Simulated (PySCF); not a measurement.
**How methods differ on the excitation energy of Cl²⁺**

Cl²⁺ [Ne] 3s2 3p3 (4S) → Cl²⁺ [Ne] 3s1 3p3 3d1 (6D), as a difference of total energies. Computed with PySCF 2.14 in aug-cc-pCVTZ-DK, with the spin-free X2C one-electron Hamiltonian (Gaussian nucleus). Correlated levels: valence: [Ne] frozen; valence and next inner shell: 1s2 frozen; nothing frozen. The calculations carry no spin-orbit coupling.

```tsv
method	excitation energy (eV)
UHF	24.196
LDA	26.603
PBE	26.309
PBE0	26.163
r2SCAN	25.571
PW91	26.311
wB97M-V	26.687
BLYP	26.978
MP2 (valence)	26.022
SCS-MP2 (valence)	26.502
SCS-MP2 (valence and next inner shell)	26.694
MP2 (all electrons)	26.273
SCS-MP2 (all electrons)	26.690
```

Q: Estimate what B3LYP gives.

A: 26.834 eV, closest to SCS-MP2 (valence and next inner shell) among the rows shown.

Q: Estimate what MP2 (valence and next inner shell) gives.

A: 26.279 eV, closest to MP2 (all electrons) among the rows shown.

The promoted electron is Rydberg-like, and one or two diffuse shells describe it only roughly, which tends to raise the upper state.
